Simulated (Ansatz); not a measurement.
Molecule: BiI2, net charge 0, doublet state. SMILES: [Bi]([I])[I]
Geometry: optimised at B3LYP-D3(BJ)/def2-TZVP (Ansatz, a quantum-chemistry and plane-wave program).

Wanted: vertical ionisation energy to the singlet, in eV. Set-up: spin-orbit terms left out; no dispersion term unless named; LANL2DZ with its own core potentials from Na on; def2 sets with scalar-relativistic core potentials past Kr; each state is the SCF solution reached for its charge and spin; UHF or UKS for open shells. First-principles rows: single points at B3LYP-D3(BJ) geometries (Ansatz).

```tsv
species	coefficient	E at B3LYP/LANL2DZ (Ansatz), Eh	E at PBE/def2-TZVPD (Ansatz), Eh
charge 1, singlet	+1	-27.98069	-809.87916
charge 0, doublet	-1	-28.28112	-810.15521
```

 1 Eh = 27.2114 eV.

Task: Work the quantity out at each level.

Result: 
- B3LYP/LANL2DZ: the sum of coefficient times E is 0.30043 Eh, or 8.175 eV. Result: 8.18 eV.
- PBE/def2-TZVPD: the sum of coefficient times E is 0.27605 Eh, or 7.512 eV. Result: 7.51 eV.
